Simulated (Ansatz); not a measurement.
A nudged elastic band was laid between two geometries of AlClGeH₆SSn (11 atoms, charge 0, multiplicity 1).

The calculation used RKS PBE0-D4/def2-SVP in Ansatz.

- movable images: 5
- climbing image: yes
- spring: 5.0 eV/Å²
- optimiser: quadratic models (default)
- start path: through a guess of the saddle point
- force threshold: 0.05 eV/Å
- iteration limit: 41
- end points: relaxed

Image 0:

```xyz
11
Properties=species:S:1:pos:R:3
Cl -2.545 -2.745 -0.812
Al -1.202 -1.153 -0.492
Sn 0.527 -1.249 1.506
S -1.389 0.486 -1.915
Ge 0.206 1.867 -1.154
H 0.616 0.265 2.309
H 2.105 -1.611 0.940
H 0.087 -2.439 2.658
H -0.303 2.623 0.083
H 0.493 2.833 -2.310
H 1.471 1.065 -0.794
```

Image 6:

```xyz
11
Properties=species:S:1:pos:R:3
Cl -2.092 -2.980 -1.196
Al -1.000 -1.259 -0.661
Sn 0.637 -1.306 1.414
S -1.353 0.467 -1.941
Ge -0.018 1.981 -0.967
H 2.272 -1.406 0.907
H 0.312 -2.642 2.436
H 0.485 0.129 2.343
H -0.698 2.548 0.290
H 0.194 3.078 -2.019
H 1.326 1.333 -0.586
```

(1) Which bonds break or form, and what moves?

(2) Give the energies along the band, and the barrier.

(3) What is the geometry of the highest image?

## Answers

(1) No bond is made or broken. The dihedral Cl1–Al2–Sn3–H7 goes from 104 to -17°. The two ends are copies of one structure, up to a mirror image or an exchange of like atoms.

(2) It converged. The highest image is number 3 of 0 to 6, 2.8 kJ/mol above the ends, which have the same energy within 2 meV. A vibrational analysis at the climbing image gives one clearly imaginary mode, 78i cm⁻¹, and a faint second one (31i cm⁻¹) that may be numerical noise or a soft torsion: probably a first-order saddle point.

```tsv
image	path coordinate (Å)	energy (kJ/mol)	dihedral Cl1–Al2–Sn3–H7 (°)
0	0.00	0.0	104
1	1.35	0.4	73
2	2.71	2.3	47
3	4.06	2.8	36
4	4.99	1.3	14
5	5.91	0.5	-4
6	6.83	0.0	-17
```

(3) 
```xyz
11
Properties=species:S:1:pos:R:3
Cl -2.098 -2.930 -1.046
Al -0.906 -1.244 -0.612
Sn 0.699 -1.402 1.485
S -1.189 0.392 -2.023
Ge -0.084 2.096 -1.081
H 2.039 -0.338 1.415
H 1.305 -3.002 1.615
H -0.164 -1.042 2.925
H -1.091 2.987 -0.337
H 0.588 2.870 -2.220
H 0.967 1.556 -0.099
```

The run took 14 min on 2 threads of Arm Neoverse V1, with other jobs on the host, peak memory 0.5 GiB.
